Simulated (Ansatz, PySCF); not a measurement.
Constitutional and geometric isomers with formula C2H6BN. All species are isolated molecules in the gas phase. One relaxed conformer stands for each flexible species; it need not be the lowest. Strings in code marks are SMILES. Quantity: electronic energy of isomers of C2H6BN relative to `C=CBN` (C–C–B–N torsion -180°, C–B–N–H torsion -180°). Level 1: PBE-D3(BJ)/def2-TZVP // B3LYP-D3(BJ)/def2-TZVP (PySCF). Level 2: frozen-core CCSD(T)/cc-pVTZ // B3LYP-D3(BJ)/def2-TZVP (Ansatz, a program for electronic structure).

| case | level 1 (kcal/mol) | level 2 (kcal/mol) |
|---|---|---|
| `B1CCN1` | 11.6 | 14.0 |
| `B/C=C/N` (H–B–C–C torsion 0°, C–C–N–H torsion 0°) | 29.1 | withheld |
| `B/C=C\N` (H–B–C–C torsion 0°, C–C–N–H torsion 180°) | 30.8 | 36.6 |
| `[H]/N=C\CB` (H–B–C–C torsion -27°, B–C–C–N torsion -123°) | 44.9 | 45.8 |
| `B/C=N/C` (H–B–C–N torsion 90°) | 55.7 | 56.7 |
| `B/C=N\C` (H–B–C–N torsion 32°) | 56.1 | 57.4 |
| `[H]/B=C(\C)N` (C–C–N–H torsion 173°) | 66.7 | 71.0 |

### Question
Fit level 2 = a + b·x to the 6 complete rows by least squares, with x = level 1 in kcal/mol. Give a, b and the rms residual, and predict the withheld value.

### Answer
Means of the 6 rows: x̄ = 44.3, ȳ = 46.917 kcal/mol. Σ(x − x̄)² = 2022.9 and Σ(x − x̄)(y − ȳ) = 1989.7, so b = 0.984 and a = ȳ − b·x̄ = 3.33 kcal/mol. The rms residual is 1.81 kcal/mol. At x = 29.1 the line gives 32.0 kcal/mol. The run for `B/C=C/N` (H–B–C–C torsion 0°, C–C–N–H torsion 0°) gave 34.6 kcal/mol, so the line is off by 2.6 kcal/mol, within twice the rms residual.

Codes: Ansatz, PySCF.
